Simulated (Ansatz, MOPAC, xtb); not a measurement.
The molecule BTe, multiplicity 2 (lowest of 2S+1 = 2, 4 at CCSD(T)/def2-TZVPP on PBE0 minima; our sources give no spin for the ground state, which may be another). No spin–orbit coupling.

The constants come from a fifth-degree fit in 1/R (seven points, main isotopes). Runs in def2 and cc sets follow the lowest solution found near the PBE0 minimum.

Programs: Ansatz (a quantum-chemistry and plane-wave program); MOPAC for PM3 (differences of heats of formation); xtb for the GFN methods. Each number belongs to the level named beside it. In def2 rows elements past Kr take small-core potentials, without spin–orbit coupling. The GFN methods have no spin term and hold the electronic entropy of 300 K.

| level | r_e (Å) | ω_e (cm⁻¹) | B_e (cm⁻¹) | ω_e x_e (cm⁻¹) | dipole (D) |
|---|---|---|---|---|---|
| PM3 | 1.990 | 513 | 0.419 | 6.1 | - |
| GFN1-xTB | 1.980 | 946 | 0.424 | 6.2 | - |
| GFN2-xTB | 1.917 | 1005 | 0.452 | 6.5 | - |
| SVWN5/def2-TZVPP | 1.946 | 818 | 0.439 | 3.9 | 0.37 |
| PBE/def2-TZVPP | 1.965 | 795 | 0.430 | 4.0 | 0.36 |
| r2SCAN/def2-TZVPP | 1.952 | 823 | 0.436 | 4.0 | 0.11 |
| B97M-V/def2-TZVPP | 1.958 | 809 | 0.433 | 4.2 | 0.31 |
| B3LYP/def2-TZVPP | 1.959 | 801 | 0.433 | 4.3 | 0.15 |
| PBE0/def2-TZVPP | 1.949 | 827 | 0.437 | 4.1 | 0.14 |
| BHLYP/def2-TZVPP | 1.945 | 829 | 0.439 | 4.6 | 0.12 |
| CAM-B3LYP/def2-TZVPP | 1.941 | 831 | 0.441 | 4.4 | 0.04 |
| wB97X-V/def2-TZVPP | 1.942 | 836 | 0.440 | 4.5 | 0.00 |
| wB97M-V/def2-TZVPP | 1.943 | 826 | 0.440 | 4.7 | 0.02 |
| B2PLYP/def2-TZVPP | 1.957 | 814 | 0.434 | 3.8 | - |
| CCSD/def2-TZVPP | 1.947 | 837 | 0.438 | 4.8 | - |
| CCSD/def2-QZVPP | 1.943 | 837 | 0.440 | 4.8 | - |
| CCSD(T)/def2-TZVPP | 1.956 | 817 | 0.434 | 5.3 | - |
| CCSD(T)/def2-QZVPP | 1.952 | 817 | 0.436 | 5.2 | - |
| CCSD(T)/CBS(def2-TZVPP, def2-QZVPP) | 1.949 | 818 | 0.437 | 5.2 | - |

Correlated levels freeze the inner cores; with def2 sets outer-core shells near the valence are correlated too. CBS: X⁻³ extrapolation of the correlation energy, Hartree–Fock from the larger set. The state that PM3 reach isn't checked.

Doubts at one or more of the structures used: a spin-contaminated determinant (PM3, CCSD/def2-TZVPP, CCSD/def2-QZVPP, CCSD(T)/def2-TZVPP, CCSD(T)/def2-QZVPP, CCSD(T)/CBS(def2-TZVPP, def2-QZVPP)).
